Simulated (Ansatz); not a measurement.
Computed with Ansatz.

A structure relaxed at PBE0-D4/def2-TZVP, charge 0, multiplicity 1:

```
atom    x (Å)    y (Å)    z (Å)
  C1   0.4674  -1.1890   0.5458
  N2  -0.2187  -0.1085  -0.1262
  C3  -0.7114   0.8743   0.8126
 Sb4   0.8918   0.7231  -1.6499
  H5  -0.2235  -1.6777   1.2438
  H6   1.3502  -0.8750   1.1307
  H7   0.7900  -1.9438  -0.1766
  H8  -1.2671   1.6571   0.2889
  H9  -1.4056   0.3912   1.5112
 H10   0.0738   1.3591   1.4196
 H11   0.7353  -0.6690  -2.6367
 H12  -0.4821   1.4581  -2.3631
```

Task: Give its formula and SMILES.

Result: C2H8NSb, `C[N](C)[SbH2]`.

Task: Point group (tolerance 0.08 Å, 0.16 Å for H)?

Result: Cs.

Task: Summarise the bond lengths by kind.

Result: 2 × C–N 1.446 Å; 6 × C–H 1.093 to 1.105 Å; 1 × N–Sb 2.061 Å; 2 × H–Sb 1.714 Å.
